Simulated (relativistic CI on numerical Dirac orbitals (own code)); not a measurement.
# d1 to d9 in one octahedral field

Computed with a parametric ligand-field model without spin-orbit coupling, by exact diagonalisation: B = 380, C = 1750, 10Dq = 24000 cm⁻¹ (Oh; |10Dq|/B = 63.2) for every shell. Energies in cm⁻¹; the field energy is (0.6 n_e − 0.4 n_t2) × 10Dq of the ground term; g labels are left out. So small a B with so large a field is typical of 4d and 5d ions, where spin-orbit coupling, left out here, reaches 1,000 to 4,000 cm⁻¹.

```csv
Shell,Ground term,Electrons in e,Field energy,First spin-allowed bands,Lowest term of other spin
d1,2T2,0.000,-9600,2E 24000,
d2,3T1,0.007,-19037,"3T2 23048, 3T1 27797",1T2 5895
d3,4A2,0.000,-28800,"4T2 24000, 4T1 28310",2E 8308
d4,?,?,?,?,?
d5,2T2,0.023,-47455,"2A2 21703, 2T1 21834",4T1 15669
d6,1A1,0.018,-57160,"1T1 22665, 1T2 28195",3T1 19008
d7,2E,1.012,-42917,"2T1 22572, 2T2 23031",4T1 15641
d8,3A2,2.000,-28800,"3T2 24000, 3T1 28310",1E 6504
d9,2E,3.000,-14400,2T2 24000,
```

Question: Fill in the row of d4.

Answer: Ground term: 3T1; Electrons in e: 0.012; Field energy: -38116; First spin-allowed bands: 3E 22273, 3T1 22717; Lowest term of other spin: 1T2 5196. Low spin: d4, d5, d6, d7; the other shells keep the spin of the free ion. Only d4 to d7 can choose; the field needed to pair spins is smallest for d6 and largest for d5, which loses most exchange energy. In the strong-field picture 10Dq must exceed about 6B + 5C = 11030 (d4), 7.5B + 5C = 11600 (d5), 2.5B + 4C = 7950 (d6) and 4B + 4C = 8520 (d7); mixing of terms shifts these bounds somewhat.
